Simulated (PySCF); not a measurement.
PBE on Ru+ (ruthenium, charge +1)

Configuration: [Kr] 4d6 5s1, high-spin 6D determinant (an excited configuration). All numbers are calculated (PySCF 2.14, a scalar-relativistic core potential, in def2-QZVPPD with the def2 core potential (28 electrons) (7s5p4d4f2g, 88 functions)).

| Quantity | Value |
| --- | --- |
| Total energy | -94.5025 hartree |
| One-electron energy | -158.7506 hartree |
| Hartree (Coulomb) energy | 74.0848 hartree |
| Exchange-correlation energy | -9.8367 hartree |
| ⟨S²⟩ | 8.7506 |
| ⟨L²⟩ | 6.013 |
| Sum of ⟨r⟩ | 21.30 bohr |
| Sum of ⟨r²⟩ | 38.30 bohr² |
| Traceless quadrupole moment −½Σ⟨3z² − r²⟩ along its main axis | 0.740 e·bohr² |

| shell | electrons | mean orbital energy (eV) | spread (eV) | rms radius, mean of both spins (bohr) |
| --- | --- | --- | --- | --- |
| 4s α | 1 | -90.287 | 0 | 1.08 |
| 4s β | 1 | -87.276 | 0 | 1.08 |
| 4p α | 3 | -59.804 | 1.310 | 1.20 |
| 4p β | 3 | -56.631 | 0.400 | 1.20 |
| 4d α | 5 | -16.546 | 1.478 | 1.73 |
| 4d β | 1 | -13.688 | 0 | 1.73 |
| 5s α | 1 | -12.603 | 0 | 3.05 |

Energies and moments cover only the electrons outside the core potential.
